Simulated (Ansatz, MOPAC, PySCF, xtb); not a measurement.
Complex: CH4 (SMILES C) (first 5 atoms) with C3H6 (SMILES C=CC); geometry from B3LYP-D3(BJ)/def2-TZVP, rigid monomers moved along the line of their centres of mass till H5···C7 is 3.51 Å.
(charge 0, multiplicity 1):
```json
[
 {"atom": "C", "x (Å)": "-0.1534", "y (Å)": "0.0077", "z (Å)": "0.5017"},
 {"atom": "H", "x (Å)": "-1.1901", "y (Å)": "-0.2810", "z (Å)": "0.6712"},
 {"atom": "H", "x (Å)": "0.2313", "y (Å)": "-0.5192", "z (Å)": "-0.3707"},
 {"atom": "H", "x (Å)": "-0.1019", "y (Å)": "1.0818", "z (Å)": "0.3264"},
 {"atom": "H", "x (Å)": "0.4421", "y (Å)": "-0.2475", "z (Å)": "1.3765"},
 {"atom": "C", "x (Å)": "0.9316", "y (Å)": "-1.0095", "z (Å)": "4.7778"},
 {"atom": "C", "x (Å)": "0.5449", "y (Å)": "0.2581", "z (Å)": "4.8440"},
 {"atom": "C", "x (Å)": "-0.8301", "y (Å)": "0.7567", "z (Å)": "4.5336"},
 {"atom": "H", "x (Å)": "0.2454", "y (Å)": "-1.7961", "z (Å)": "4.4837"},
 {"atom": "H", "x (Å)": "1.9450", "y (Å)": "-1.3075", "z (Å)": "5.0139"},
 {"atom": "H", "x (Å)": "1.2697", "y (Å)": "1.0114", "z (Å)": "5.1422"},
 {"atom": "H", "x (Å)": "-0.8072", "y (Å)": "1.4827", "z (Å)": "3.7161"},
 {"atom": "H", "x (Å)": "-1.4947", "y (Å)": "-0.0587", "z (Å)": "4.2458"},
 {"atom": "H", "x (Å)": "-1.2654", "y (Å)": "1.2678", "z (Å)": "5.3971"}
]
```

Interaction energies are E(AB) − E(A) − E(B) at the monomers' geometry in the complex; basis-set methods are counterpoise corrected. Rows marked so take none.

Correlated levels freeze the cores. Rows in 3-21G, 6-31G* carry no dispersion term and start afresh at each structure (6-31G* with six Cartesian d functions). The state that AM1, PM7 reach isn't checked; PM7 holds dispersion and hydrogen-bond terms.

The values were computed with Ansatz (Gaussian basis) for Hartree–Fock, density functionals and correlated methods; MOPAC for AM1, PM7 (differences of heats of formation); PySCF for 3-21G rows, 6-31G* rows, the dispersion terms; xtb for the GFN methods. Values without a source in brackets are computed.

| level | interaction energy (kcal/mol) |
|---|---|
| GFN-FF | -0.66 |
| AM1 | 0.15 |
| PM7 | -0.86 |
| HF/3-21G (no counterpoise) | -0.43 |
| B3LYP/6-31G* (no counterpoise) | -0.30 |
| PBE0/def2-TZVPPD | -0.30 |
| PBE0-D3(BJ)/def2-TZVPPD | … |
| MP2/aug-cc-pVDZ | -0.74 |
| CCSD(T)/aug-cc-pVDZ | -0.71 |

What belongs in the gaps?


- PBE0-D3(BJ)/def2-TZVPPD, interaction energy (kcal/mol): -0.96

Ansatz is a quantum-chemistry and plane-wave program.
